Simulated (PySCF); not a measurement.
# Mercury: a sound run and one with changed settings

Sound run: Hg⁺ [Xe] 4f14 5d10 6s1, Hg²⁺ [Xe] 4f14 5d10. Computed with PySCF 2.14 in def2-SVP with the def2 core potential (60 electrons), with scalar relativity through the core potential. In the sound run the correlated levels freeze 5s2 5p6 outside the core potential. The sound run starts from symmetry-adapted Hartree-Fock orbitals and uses a fine grid where one is needed.

Changed run: all electrons correlated in a basis built for the valence shell.

```json
{"species": "Hg⁺", "method": "MP2", "sound run (hartree)": "-152.48137", "changed run (hartree)": "-152.54839", "converged": "yes"}
{"species": "Hg²⁺", "method": "MP2", "sound run (hartree)": "-151.80358", "changed run (hartree)": "-151.86416", "converged": "yes"}
```

Ionisation energy of Hg⁺:

```json
{"method": "UHF", "sound run (eV)": "17.160", "changed run (eV)": "17.160"}
{"method": "MP2", "sound run (eV)": "18.444", "changed run (eV)": "18.619"}
{"method": "SCS-MP2", "sound run (eV)": "18.280", "changed run (eV)": "18.401"}
```

A valence basis has no tight correlating functions, so it recovers only part of the core correlation, and not evenly between atom and ion.

For comparison, NIST gives 18.757 eV between the lowest levels.
